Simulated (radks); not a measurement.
The numbers below are computed, except where a source is named.
Species: Pd+. Configuration: [Kr] 4d8 5s0.5 5p0.5 (fractional occupations, a model configuration).

Level of theory: scalar-relativistic Kohn-Sham, PBE, spin-polarised, spherical densities, point nucleus; open shells are filled with parallel spins first (spin-orbit coupling, left out, can overturn this in heavy ions) (a radial shooting solver on a logarithmic mesh with Libxc functionals).

Energy parts (hartree):
total: -5045.33485
kinetic: 5233.41142
electron-nucleus: -12165.89364
Hartree: 2030.49003
exchange-correlation: -143.34266

Orbitals (lengths in bohr, moments of r in powers of bohr):
\begin{tabular}{lrrrrr}
orbital & occ. & eigenvalue (hartree) & <r> & <r^4> & <r^2> \\ \hline
1s up & 1 & -888.7010 & 0.03185 & 4.882e-06 & 0.001371 \\
1s down & 1 & -888.7003 & 0.03185 & 4.882e-06 & 0.001371 \\
2s up & 1 & -130.2811 & 0.1383 & 0.0008749 & 0.02256 \\
2s down & 1 & -130.2683 & 0.1383 & 0.0008748 & 0.02256 \\
2p up & 3 & -116.8631 & 0.1206 & 0.0006271 & 0.01777 \\
2p down & 3 & -116.8532 & 0.1206 & 0.0006270 & 0.01777 \\
3s up & 1 & -23.98953 & 0.3793 & 0.04161 & 0.1646 \\
3s down & 1 & -23.98264 & 0.3793 & 0.04157 & 0.1646 \\
3p up & 3 & -19.58029 & 0.3787 & 0.04477 & 0.1666 \\
3p down & 3 & -19.57243 & 0.3787 & 0.04471 & 0.1666 \\
3d up & 5 & -12.58013 & 0.3576 & 0.04391 & 0.1526 \\
3d down & 5 & -12.56819 & 0.3576 & 0.04381 & 0.1526 \\
4s up & 1 & -3.75945 & 0.9430 & 1.527 & 1.007 \\
4s down & 1 & -3.70546 & 0.9415 & 1.518 & 1.004 \\
4p up & 3 & -2.49681 & 1.034 & 2.371 & 1.225 \\
4p down & 3 & -2.44008 & 1.033 & 2.356 & 1.221 \\
4d up & 5 & -0.71132 & 1.395 & 10.91 & 2.349 \\
4d down & 3 & -0.65084 & 1.396 & 11.14 & 2.359 \\
5s up & 0.5 & -0.49525 & 2.736 & 112.5 & 8.492 \\
5s down & 0 & -0.44357 & 2.771 & 118.5 & 8.712 \\
5p up & 0.5 & -0.29499 & 3.490 & 313.1 & 13.93 \\
5p down & 0 & -0.24915 & 3.539 & 333.5 & 14.33 \\
\end{tabular}

The highest occupied level is 5p up at -8.027 eV. The configuration is held as typed, so some empty levels lie below it. Spin moment in Bohr magnetons: 3. Summed over all electrons, <r^2> = 42.39 bohr^2, which gives a Langevin (diamagnetic) susceptibility term of -33.6 x 10^-6 cm^3/mol. The density falls to 0.001 e/bohr^3 at r = 4.11 bohr.
